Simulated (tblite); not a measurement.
As2H10Si3.
Atom-mapped SMILES: `[SiH3:1][AsH:2][SiH2:3][AsH:4][SiH3:5]` (hydrogens: H6, H7, H8 on Si1; H9 on As2; H10, H11 on Si3; H12 on As4; H13, H14, H15 on Si5)

Computed with GFN2-xTB (tblite), gas phase: L-BFGS steps from a force-field or distance-geometry start until the largest atomic force falls under 0.01 eV/Å.

Geometry at step 5:
```
atom  x, y, z in Å
Si1    -2.4978    1.1472   -0.1458
As2    -1.2690   -0.0030    1.4494
Si3    -0.1463   -1.2086   -0.2059
As4     1.2943    0.1734   -1.4204
Si5     2.6896    0.4180    0.4115
H6     -1.6403    2.0970   -0.8751
H7     -3.5923    1.9137    0.4812
H8     -3.0954    0.2453   -1.1445
H9     -2.3313   -1.0583    1.5799
H10     0.5920   -2.3188    0.4244
H11    -1.1054   -1.8454   -1.1416
H12     2.0818   -0.9966   -1.9375
H13     3.0155   -0.8713    1.0361
H14     2.0485    1.2475    1.4400
H15     3.9516    1.0679    0.0265
```

Question: What forces act on the atoms?

Answer: 
```tsv
atom	Fx (eV/Å)	Fy (eV/Å)	Fz (eV/Å)
Si1	-0.156	0.047	0.108
As2	0.056	0.063	-0.091
Si3	-0.066	0.046	-0.078
As4	-0.092	0.049	0.085
Si5	0.129	0.013	-0.125
H6	0.035	0.003	0.010
H7	0.079	-0.056	-0.071
H8	-0.029	0.068	-0.006
H9	-0.041	-0.055	0.032
H10	-0.023	-0.111	0.011
H11	0.086	-0.043	0.039
H12	0.037	-0.062	-0.043
H13	0.063	0.005	0.051
H14	-0.062	0.056	0.043
H15	-0.015	-0.022	0.035
```

The largest, 0.20 eV/Å, acts on Si1; the rms over all components is 0.065 eV/Å. The forces sum to zero within rounding, as they must for an isolated molecule in no field.

Question: Give the force on Si1 in Eh/bohr and in nN.

Answer: 0.195 eV/Å ÷ 51.422 = 0.00380 Eh/bohr, and 0.195 eV/Å × 1.602 = 0.31 nN.

Question: How far is this geometry from the end of the optimisation?

Answer: 0.048 eV above it, and 0.466 Å rms away after alignment. The bonds farthest from their final lengths, with half the difference of the two atoms' forces along the bond (positive lengthens):

| bond | now (Å) | final (Å) | force along bond (eV/Å) |
| --- | --- | --- | --- |
| Si5–H14 | 1.469 | 1.477 | +0.11 |
| Si1–H7 | 1.476 | 1.469 | -0.15 |
| As4–H12 | 1.502 | 1.508 | +0.10 |
| Si3–H10 | 1.475 | 1.480 | +0.09 |
| As2–H9 | 1.503 | 1.508 | +0.08 |
| Si1–H6 | 1.473 | 1.477 | +0.07 |

The angle farthest from its final value is Si1–As2–Si3, 91.3° against 95.0°.

What follows is the cost of the whole relaxation. Hardware: an Arm Neoverse N1 with one thread, on a shared host. Cost: 1.3 s of wall time.
